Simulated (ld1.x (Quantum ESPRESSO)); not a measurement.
# Before and after: TM potential for Se

```
Element                 : selenium
Generator               : ld1.x (Quantum ESPRESSO) 7.5
Type                    : norm-conserving Troullier–Martins (Kleinman–Bylander form)
Functional              : PBEsol
Relativity              : scalar-relativistic
Frozen core             : [Ar]
Valence charge          : 16
Reference configuration : 3d10 4s1.5 4p4.5
Partial waves           : 4s (bound): rc 1.45 bohr; 4p (bound): rc 1.45 bohr; 3d (bound): rc 1.20 bohr
Local potential         : the d channel
Core correction         : a·sin(br)/r model core inside 0.95 bohr
```

Change: local potential the p channel.

Cutoffs: the cutoffs (Ry, on a coarse ladder) from which the occupation-weighted sum of valence levels, in a spherical-Bessel basis at the reference potential, stays within 10 and 1 mRy of its value at 400 Ry; they do not see the model core or the augmentation charge, which bear on the density cutoff. Errors are all-electron minus pseudo energies relative to the spin-unpolarised reference configuration.

Q: Predict the effect on cutoff, ghosts and configuration errors.

A: The bound ghost in p, s disappears; of the 7 tests that both files solve, the error grows in 2 and shrinks in 2 by more than 15 % and 0.3 meV (median size 1.1 → 1.2 meV); the range in which the d phases agree narrows (upper end 0.3 → -1.2). In the separable form a ghost depends on how the local part lies against the semilocal potential of the channel, so the choice of the local part can create or remove one.

```csv
quantity,base,changed
"cutoff, loose",230 Ry,230 Ry
"cutoff, tight",over 300 Ry,over 300 Ry
loose cutoff by channel (10 mRy a level),"s 30 Ry, p 8 Ry, d 180 Ry","s 21 Ry, d 180 Ry, p 8 Ry"
bound ghosts,"s, p",none
"error for 3d10 4s2 4p4, meV [ΔE -5.42 eV]",+0.3,+0.3
"error for 3d10 4s2 4p3, meV [ΔE 5.43 eV]",-1.1,-0.8
"error for 3d10 4s2 4p2, meV [ΔE 25.80 eV]",+0.4,+0.4
"error for 3d10 4s2 4p0, meV [ΔE 98.91 eV]",+24,-24
"error for 3d9 4s2 4p5, meV [ΔE 46.25 eV]",-552,-767
"error for 3d10 4s1 4p4, meV [ΔE 16.97 eV]",-0.5,+1.2
"error for 3d10 4s0 4p6, meV [ΔE 16.56 eV]",-3.4,-1.9
s: phases at 1.60 bohr within 0.05 rad from the reference energy up to (Ry; the scan ends near 5),4.0,to the end of the scan
p: phases at 1.60 bohr within 0.05 rad from the reference energy up to (Ry; the scan ends near 5),to the end of the scan,to the end of the scan
d: phases at 1.60 bohr within 0.05 rad from the reference energy up to (Ry; the scan ends near 5),0.3,-1.2
```

 A true bound ghost makes a file unfit for plane-wave use even where its test errors are small: the radial tests pick states by their node count and pass the ghost by.
